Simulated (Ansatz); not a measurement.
System: sum formula SiNH$_{2}$Br$_{3}$ (charge 0, singlet). 
Coordinates optimised at B3LYP-D3(BJ)/def2-TZVP (Ansatz, a quantum-chemistry and plane-wave program):
```xyz
7

Si     0.4875     0.0510    -0.1132
Br     0.1283    -0.5338     2.0094
Br    -0.3743    -1.5419    -1.3891
Br    -0.5237     1.9948    -0.4400
N      2.1117     0.2340    -0.5397
H      2.6984    -0.5716    -0.6911
H      2.6299     1.0507    -0.2557
```
Charge 0, spin multiplicity 1.

Basis-set convergence of Hartree-Fock and CCSD correlation energies (hartree) with Ansatz. Cores are frozen in the correlated levels unless marked. No spin-orbit coupling. The frozen core is the preceding noble-gas configuration, with the filled d and f shells of earlier blocks. No relativistic terms.

```json
[
 {"basis": "def2-SVPD", "functions": "183", "E(HF)": "-8060.91442", "E(corr, CCSD)": "-0.69162"},
 {"basis": "def2-TZVPPD", "functions": "290", "E(HF)": "-8062.02538", "E(corr, CCSD)": "-0.85944"},
 {"basis": "def2-QZVPPD", "functions": "499", "E(HF)": "-8062.18346", "E(corr, CCSD)": "-0.93006"}
]
```

Extrapolating the two largest sets (X = 3 and 4) as X^-3: E(corr) = (64·(-0.93006) - 27·(-0.85944))/37 = -0.9816 Eh, an estimate of the basis-set limit. The largest set recovers 94.8 % of it, the smallest 70.5 %.
